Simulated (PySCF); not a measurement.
A structure optimised at B3LYP-D3(BJ)/def2-TZVP, used in a PySCF frequency run:

```xyz
7

Te     0.0000     0.0000     0.0000
H      0.0000     1.7386     0.0000
H      0.0000    -1.7386     0.0000
H     -1.7386     0.0000     0.0000
H      1.7386     0.0000     0.0000
H      0.0000     0.0000     1.7386
H      0.0000     0.0000    -1.7386
```
Charge 0, spin multiplicity 1.

Problem. Write its SMILES, formula and point group.

Solution. [TeH6], H6Te, Oh

Problem. What are its rotational constants (standard atomic weights)?

Solution. 41.469, 41.469, 41.469 GHz
